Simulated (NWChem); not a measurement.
Molecule: C$_{4}$H$_{4}$F$_{2}$; SMILES C1=CCC1(F)F

```xyz
10

F     -0.0345    -1.1948     1.0932
C     -0.0283    -0.3769     0.0000
F     -0.0345    -1.1948    -1.0932
C     -1.0489     0.7354     0.0000
C     -0.0999     1.6817     0.0000
C      1.0820     0.7164     0.0000
H     -2.1334     0.7321     0.0000
H     -0.1357     2.7667     0.0000
H      1.7103     0.7182    -0.8970
H      1.7103     0.7182     0.8970
```
Atoms are numbered in this order, from 1.

Program: NWChem. Pople sets run with spherical d functions. Structure relaxed at the B3LYP/6-31G* (spherical d) level. Level: B3LYP/6-31G* with SMD (1 M gas to 1 M solution), gas-phase geometry.

Question: What does the run give for solvent water? Quantities: solvation free energy (kcal/mol); cavity-dispersion-structure term (kcal/mol); dipole in solution (D).

Answer: 
| Quantity | Result |
|---|---|
| solvation free energy (kcal/mol) | -0.2 |
| cavity-dispersion-structure term (kcal/mol) | 3.5 |
| dipole in solution (D) | 2.88 |
